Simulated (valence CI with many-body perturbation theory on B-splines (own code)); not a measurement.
Level structure of Sm XXII

Calculated by valence CI with perturbative core correlation (CI+MBPT): five valence electrons over a frozen Dirac-Fock core [Kr], radial functions for each j: 7 s, 7 p, 8 d, 6 f, 4 g, 1 h, with the one-electron correlation potential Σ1, the two-electron term Σ2, the three-electron term Σ3, Breit, model QED; selected CI, second order for the rest, scaled by the run's own slope (own B-spline code, finite nucleus).

No measured levels were compared; by estimate terms of the open shell hold to 2 to 4 % of their energy, and close levels can change places. Among the levels kept, up to 590 cm⁻¹ of a level comes from second order outside the variational space, and about a tenth of that is noise between levels of different J, which matters for small intervals. Only levels of the ground parity were solved; by the run's estimate the other parity begins above the list, which can be wrong where configurations are misplaced.

Levels 1 to 32 of 32, with energies above the lowest level, (4d3/2^4 4d5/2) J=5/2 [a]. "Leading %" is the weight of the configuration and term that name the level; weights of strongly mixed levels are sums over their largest components and can fall short, so below about 35 % the name and the second component can differ from the true leading terms, or belong to a minority configuration. In the jj column 3d3/2^4 stands for four electrons in 3d with j = 3/2. Lifetimes count E1, E2, E3, M1 and M2 decay at the calculated energies, and are blank where another channel may lead or the interval is too uncertain; long ones can be off by a factor of two.

| No. | Configuration | Term | J | E (eV) | Leading % | Leading jj | Lifetime |
| --- | --- | --- | --- | --- | --- | --- | --- |
| 1 | 4d5 | 6S | 5/2 | 0.000 | 56 | 4d3/2^4 4d5/2 (51 %) |  |
| 2 | 4d5 | 2F | 5/2 | 4.681 | 25 | 4d3/2^4 4d5/2 (43 %) | 782 μs |
| 3 | 4d5 | 4G | 7/2 | 7.549 | 48 | 4d3/2^3 4d5/2^2 (94 %) | 1.55 ms |
| 4 | 4d5 | 4D | 3/2 | 7.857 | 45 | 4d3/2^3 4d5/2^2 (92 %) | 369 μs |
| 5 | 4d5 | 4G | 11/2 | 8.126 | 56 | 4d3/2^3 4d5/2^2 (88 %) |  |
| 6 | 4d5 | 4G | 9/2 | 8.822 | 61 | 4d3/2^3 4d5/2^2 (76 %) | 41.0 ms |
| 7 | 4d5 | 4D | 5/2 | 8.919 | 36 | 4d3/2^3 4d5/2^2 (61 %) | 770 μs |
| 8 | 4d5 | 4P | 1/2 | 9.579 | 56 | 4d3/2^3 4d5/2^2 (69 %) | 9.36 ms |
| 9 | 4d5 | 4D | 7/2 | 10.975 | 23 | 4d3/2^3 4d5/2^2 (70 %) | 2.58 ms |
| 10 | 4d5 | 2D | 5/2 | 11.709 | 37 | 4d3/2^2 4d5/2^3 (50 %) | 285 μs |
| 11 | 4d5 | 4D | 7/2 | 12.780 | 38 | 4d3/2^2 4d5/2^3 (75 %) | 734 μs |
| 12 | 4d5 | 2I | 11/2 | 13.111 | 61 | 4d3/2^2 4d5/2^3 (90 %) | 825 μs |
| 13 | 4d5 | 2D | 3/2 | 13.402 | 50 | 4d3/2^3 4d5/2^2 (52 %) | 1.20 ms |
| 14 | 4d5 | 4D | 1/2 | 13.759 | 69 | 4d3/2^2 4d5/2^3 (90 %) | 476 μs |
| 15 | 4d5 | 2G | 9/2 | 13.809 | 46 | 4d3/2^2 4d5/2^3 (77 %) | 882 μs |
| 16 | 4d5 | 4P | 3/2 | 14.464 | 50 | 4d3/2^2 4d5/2^3 (88 %) | 191 μs |
| 17 | 4d5 | 2I | 13/2 | 14.537 | 99 | 4d3/2^2 4d5/2^3 (99 %) | 3.91 ms |
| 18 | 4d5 | 2F | 5/2 | 15.097 | 39 | 4d3/2^2 4d5/2^3 (82 %) | 355 μs |
| 19 | 4d5 | 2H | 9/2 | 16.707 | 51 | 4d3/2^2 4d5/2^3 (98 %) | 259 μs |
| 20 | 4d5 | 2G | 7/2 | 17.123 | 61 | 4d3/2^2 4d5/2^3 (96 %) | 1.13 ms |
| 21 | 4d5 | 4F | 5/2 | 17.388 | 51 | 4d3/2^2 4d5/2^3 (85 %) | 268 μs |
| 22 | 4d5 | 2D | 3/2 | 18.347 | 78 | 4d3/2^2 4d5/2^3 (52 %) | 660 μs |
| 23 | 4d5 | 2F | 5/2 | 18.974 | 32 | 4d3/2 4d5/2^4 (74 %) | 122 μs |
| 24 | 4d5 | 2F | 7/2 | 19.076 | 54 | 4d3/2^2 4d5/2^3 (76 %) | 374 μs |
| 25 | 4d5 | 2S | 1/2 | 19.226 | 61 | 4d3/2^2 4d5/2^3 (51 %) | 271 μs |
| 26 | 4d5 | 2G | 9/2 | 20.747 | 55 | 4d3/2^2 4d5/2^3 (65 %) | 542 μs |
| 27 | 4d5 | 4F | 7/2 | 20.970 | 39 | 4d3/2 4d5/2^4 (92 %) | 178 μs |
| 28 | 4d5 | 2H | 11/2 | 21.721 | 64 | 4d3/2 4d5/2^4 (96 %) | 184 μs |
| 29 | 4d5 | 2D | 3/2 | 22.412 | 61 | 4d3/2 4d5/2^4 (75 %) | 130 μs |
| 30 | 4d5 | 2D | 5/2 | 23.830 | 66 | 4d3/2 4d5/2^4 (78 %) | 163 μs |
| 31 | 4d5 | 2G | 9/2 | 24.313 | 84 | 4d3/2 4d5/2^4 (62 %) | 274 μs |
| 32 | 4d5 | 2D | 5/2 | 25.098 | 54 | 4d3/2^2 4d5/2^3 (48 %) | 212 μs |

The ionisation energy to 4d4 3P_0 of the next ion comes out as 658.75 eV (NIST: 658 ± 4 eV (theoretical)). All 32 levels together are meant to be complete up to 25.332 eV.
